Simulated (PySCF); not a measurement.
## [GeH2]+: breathing scan

Method: PySCF, UPBE0, basis Ge def2-TZVP, H def2-TZVP (no relativity, density fitting).

Rigid scan from the doublet minimum (Ge–H 1.552 Å (×2); H–Ge–H 120.9°). Coordinate: all bonds to the central atom scaled together. Energies in kJ/mol from the minimum.

Problem. Predict the curve at 0.88, 0.92, 0.96, 1.00, 1.04, 1.08, 1.14, 1.22, 1.35.

Solution. 
| scale of all bonds to the centre | E (kJ/mol) | dipole size (D, about the centre of mass) | ⟨S²⟩ |
| --- | --- | --- | --- |
| 0.88 | 68.5 | 0.44 | 0.75 |
| 0.92 | 27.4 | 0.45 | 0.75 |
| 0.96 | 6.2 | 0.46 | 0.75 |
| 1.00 | 0.0 | 0.47 | 0.75 |
| 1.04 | 5.0 | 0.49 | 0.75 |
| 1.08 | 18.3 | 0.50 | 0.75 |
| 1.14 | 48.6 | 0.51 | 0.76 |
| 1.22 | 99.9 | 0.51 | 0.76 |
| 1.35 | 190.5 | 0.49 | 0.79 |

The scan took 12 s on 2 threads of a shared Intel Xeon Platinum 8259CL @ 2.50GHz (Skylake/Cascade Lake) host; the process peaked at 0.63 GiB.
